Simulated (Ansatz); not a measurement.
Reaction (ligand exchange at a Ga–Br bond): `[OH][Ga]([SH])[Br]` + CH₃OH → `C[O][Ga]([OH])[SH]` + HBr

Computed with Ansatz on PBE0-D4/def2-TZVP structures; ΔE is electronic, products minus reactants. CCSD(T)/CBS adds triple-zeta CCSD(T) − MP2 to the extrapolated MP2 energy (def2 sets, frozen cores). This one scheme is used for every species. DFT in def2-TZVPP. B3LYP here is the variant with VWN-RPA as its local correlation; programs differ in this. For Br, Ga outer-core shells are correlated without core-valence functions, which leaves a few kJ/mol of doubt a bond. Scalar relativity is left out up to krypton. One conformer a species, not always the lowest.

```json
{"level": "PBE-D4", "ΔE (kJ/mol)": "70.7", "difference from CCSD(T)/CBS": "1.4"}
{"level": "r2SCAN-D4", "ΔE (kJ/mol)": "70.3", "difference from CCSD(T)/CBS": "1.0"}
{"level": "PBE0-D4", "ΔE (kJ/mol)": "76.5", "difference from CCSD(T)/CBS": "7.2"}
{"level": "B3LYP-D4", "ΔE (kJ/mol)": "69.3", "difference from CCSD(T)/CBS": "0.0"}
{"level": "ωB97X-V", "ΔE (kJ/mol)": "68.8", "difference from CCSD(T)/CBS": "-0.5"}
{"level": "ωB97M-V", "ΔE (kJ/mol)": "71.6", "difference from CCSD(T)/CBS": "2.3"}
{"level": "B2PLYP", "ΔE (kJ/mol)": "68.9", "difference from CCSD(T)/CBS": "-0.4"}
{"level": "PBE", "ΔE (kJ/mol)": "72.3", "difference from CCSD(T)/CBS": "3.0"}
{"level": "r2SCAN", "ΔE (kJ/mol)": "71.0", "difference from CCSD(T)/CBS": "1.7"}
{"level": "PBE0", "ΔE (kJ/mol)": "77.9", "difference from CCSD(T)/CBS": "8.6"}
{"level": "B3LYP", "ΔE (kJ/mol)": "71.4", "difference from CCSD(T)/CBS": "2.1"}
{"level": "HF/def2-TZVPP", "ΔE (kJ/mol)": "82.5", "difference from CCSD(T)/CBS": "13.2"}
{"level": "MP2/def2-TZVPP", "ΔE (kJ/mol)": "67.5", "difference from CCSD(T)/CBS": "-1.8"}
{"level": "SCS-MP2/def2-TZVPP", "ΔE (kJ/mol)": "65.9", "difference from CCSD(T)/CBS": "-3.4"}
{"level": "CCSD/def2-TZVPP", "ΔE (kJ/mol)": "67.2", "difference from CCSD(T)/CBS": "-2.1"}
{"level": "CCSD(T)/def2-TZVPP", "ΔE (kJ/mol)": "65.4", "difference from CCSD(T)/CBS": "-3.9"}
{"level": "HF/def2-QZVPP", "ΔE (kJ/mol)": "80.9", "difference from CCSD(T)/CBS": "11.6"}
{"level": "MP2/def2-QZVPP", "ΔE (kJ/mol)": "69.2", "difference from CCSD(T)/CBS": "-0.1"}
{"level": "SCS-MP2/def2-QZVPP", "ΔE (kJ/mol)": "67.5", "difference from CCSD(T)/CBS": "-1.8"}
{"level": "HF/CBS(def2)", "ΔE (kJ/mol)": "80.7", "difference from CCSD(T)/CBS": "11.4"}
{"level": "MP2/CBS(def2)", "ΔE (kJ/mol)": "71.4", "difference from CCSD(T)/CBS": "2.1"}
{"level": "CCSD/CBS(def2)", "ΔE (kJ/mol)": "71.0", "difference from CCSD(T)/CBS": "1.7"}
{"level": "CCSD(T)/CBS", "ΔE (kJ/mol)": "69.3", "difference from CCSD(T)/CBS": "0"}
```

Largest T1 diagnostic among the species: 0.014.

In def2-TZVPP, CCSD(T) changes the Hartree–Fock value by −17.1 kJ/mol (the triples alone add −1.8 kJ/mol) and MP2 by −15.0 kJ/mol. From PBE to PBE0 (25 % exact exchange), in def2-TZVPP and without D4, ΔE moves by +5.6 kJ/mol.
